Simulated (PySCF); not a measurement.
ClPb (SMILES [Cl][Pb+]), charge +1, singlet, at a GFN2-xTB geometry (such geometries of metal compounds can be far from the true shape) (core potentials on Pb); O3LYP/def2-SV(P) in PySCF.

PySCF was given this input:
```python
from pyscf import gto, scf, dft

mol = gto.M(
    atom='''
Pb   -0.00000000   -0.00000000   -0.40772011
Cl    0.00000000    0.00000000    1.96664995
''',
    basis='def2-sv(p)',
    ecp={'Pb': 'def2-sv(p)'},
    charge=1,
    verbose=4,
)

mf = dft.RKS(mol)
mf.xc = 'o3lyp'
mf.kernel()
mf.analyze()
```

Question: Write the output that PySCF gives for this input, abridged.

Answer: 
```
PySCF version 2.14.0

[INPUT] verbose = 4
[INPUT] num. atoms = 2
[INPUT] num. electrons = 38
[INPUT] charge = 1
[INPUT] spin (= nelec alpha-beta = 2S) = 0
[INPUT] symmetry False subgroup None
[INPUT] Mole.unit = angstrom
[INPUT] Symbol           X                Y                Z      unit          X                Y                Z       unit  Magmom
[INPUT]  1 Pb     0.000000000000   0.000000000000  -0.407720110000 AA    0.000000000000   0.000000000000  -0.770479343378 Bohr   0.0
[INPUT]  2 Cl     0.000000000000   0.000000000000   1.966649950000 AA    0.000000000000   0.000000000000   3.716429788390 Bohr   0.0

nuclear repulsion = 83.3535935354913
number of shells = 18
number of NR pGTOs = 97
number of NR cGTOs = 44
basis = def2-sv(p)
ecp = {'Pb': 'def2-sv(p)'}

******** <class 'pyscf.dft.rks.RKS'> ********
method = RKS
initial guess = minao
damping factor = 0
level_shift factor = 0
DIIS = <class 'pyscf.scf.diis.CDIIS'>
diis_start_cycle = 1
diis_space = 8
diis_damp = 0
SCF conv_tol = 1e-09
SCF conv_tol_grad = None
SCF max_cycles = 50
direct_scf = True
direct_scf_tol = 1e-13
XC library pyscf.dft.libxc version 7.1.2
    S. Lehtola, C. Steigemann, M. J. T. Oliveira, and M. A. L. Marques,  SoftwareX 7, 1–5 (2018)
XC functionals = o3lyp
    W.-M. Hoe, A. J. Cohen, and N. C. Handy,  Chem. Phys. Lett. 341, 319–328 (2001)
    A. J. Cohen and N. C. Handy,  Mol. Phys. 99, 607 (2001)
radial grids:
    Treutler-Ahlrichs [JCP 102, 346 (1995); DOI:10.1063/1.469408] (M4) radial grids

becke partition: Becke, JCP 88, 2547 (1988); DOI:10.1063/1.454033
pruning grids: <function nwchem_prune>
grids dens level: 3
symmetrized grids: False
atomic radii adjust function: <function treutler_atomic_radii_adjust>
small_rho_cutoff = 0
Set gradient conv threshold to 3.16228e-05
Initial guess from minao.
tot grids = 42112
init E= -629.460519280779
  HOMO = -0.729578195749713  LUMO = -0.640159302027723  gap/eV = 2.43321
cycle= 1 E= -650.70824433854  delta_E= -21.2  |g|= 2.72  |ddm|= 13.3
  HOMO = -0.305217208685788  LUMO = -0.240528921892246  gap/eV = 1.76026
cycle= 2 E= -644.755311298064  delta_E= 5.95  |g|= 6.95  |ddm|= 9.35
  HOMO = -0.462111562394149  LUMO = -0.204190338728479  gap/eV = 7.01839
cycle= 3 E= -652.264700152535  delta_E= -7.51  |g|=  1.4  |ddm|= 6.19
  HOMO = -0.454217861573328  LUMO = -0.307274711064832  gap/eV = 3.99853
cycle= 4 E= -652.898075657408  delta_E= -0.633  |g|= 0.331  |ddm|= 2.43
  HOMO = -0.525756871461357  LUMO = -0.340723196459521  gap/eV = 5.03502
cycle= 5 E= -652.921931249755  delta_E= -0.0239  |g|= 0.109  |ddm|= 0.623
  HOMO = -0.501423871133057  LUMO = -0.336961453200689  gap/eV = 4.47525
cycle= 6 E= -652.925350844429  delta_E= -0.00342  |g|= 0.0371  |ddm|= 0.201
  HOMO = -0.506992579527164  LUMO = -0.335706900499972  gap/eV = 4.66092
cycle= 7 E= -652.925926401329  delta_E= -0.000576  |g|= 0.00457  |ddm|= 0.0491
  HOMO = -0.506941692276684  LUMO = -0.335253654581175  gap/eV = 4.67187
cycle= 8 E= -652.925934072336  delta_E= -7.67e-06  |g|= 0.000886  |ddm|= 0.00681
  HOMO = -0.506968842164149  LUMO = -0.335302484900279  gap/eV = 4.67128
cycle= 9 E= -652.925934293678  delta_E= -2.21e-07  |g|= 7.87e-05  |ddm|= 0.000934
  HOMO = -0.506966042003464  LUMO = -0.335310065580389  gap/eV = 4.67100
cycle= 10 E= -652.925934295739  delta_E= -2.06e-09  |g|= 1.92e-05  |ddm|= 0.000102
  HOMO = -0.506963483891326  LUMO = -0.335311054407937  gap/eV = 4.67090
cycle= 11 E= -652.925934295899  delta_E= -1.6e-10  |g|= 1.69e-06  |ddm|= 2.97e-05
  HOMO = -0.506962784367  LUMO = -0.335311129060016  gap/eV = 4.67088
Extra cycle  E= -652.925934295895  delta_E= 3.41e-12  |g|= 3.54e-06  |ddm|= 6.62e-06
converged SCF energy = -652.925934295895
**** SCF Summaries ****
Total Energy =                        -652.925934295895331
Nuclear Repulsion Energy =              83.353593535491257
One-electron Energy =                -1128.714487619406100
Two-electron Energy =                  392.434959788019569
Two-electron Coulomb Energy =          436.758575501667167
DFT Exchange-Correlation Energy =      -44.323615713647591
HOMO-LUMO gap [eV] =                     4.670879453530308
**** MO energy ****
MO #1   energy= -101.303902962118  occ= 2
MO #2   energy= -9.56505519865846  occ= 2
MO #3   energy= -7.35006177873944  occ= 2
MO #4   energy= -7.3455894438262   occ= 2
MO #5   energy= -7.34558944382615  occ= 2
MO #6   energy= -5.72270470616319  occ= 2
MO #7   energy= -3.57584105055649  occ= 2
MO #8   energy= -3.57584105055633  occ= 2
MO #9   energy= -3.56710971469728  occ= 2
MO #10  energy= -1.11918919424576  occ= 2
MO #11  energy= -1.11693187245577  occ= 2
MO #12  energy= -1.11693178159735  occ= 2
MO #13  energy= -1.11001850392657  occ= 2
MO #14  energy= -1.11001850392654  occ= 2
MO #15  energy= -0.970994577635011 occ= 2
MO #16  energy= -0.727802398005636 occ= 2
MO #17  energy= -0.522534531781379 occ= 2
MO #18  energy= -0.506962784367014 occ= 2
MO #19  energy= -0.506962784367    occ= 2
MO #20  energy= -0.335311129060016 occ= 0
MO #21  energy= -0.335311129059955 occ= 0
MO #22  energy= -0.240218725051257 occ= 0
MO #23  energy= -0.0640147654148109 occ= 0
MO #24  energy= -0.00613521403099653 occ= 0
MO #25  energy= -0.00226686222622335 occ= 0
MO #26  energy= -0.00226686222619453 occ= 0
MO #27  energy= 0.0735381579092883 occ= 0

WARN: System has nonzero charge 1; the dipole moment is origin-dependent.
Location of origin: [0. 0. 0.]

Dipole moment(X, Y, Z, Debye): -0.00000,  0.00000, -3.02871
```
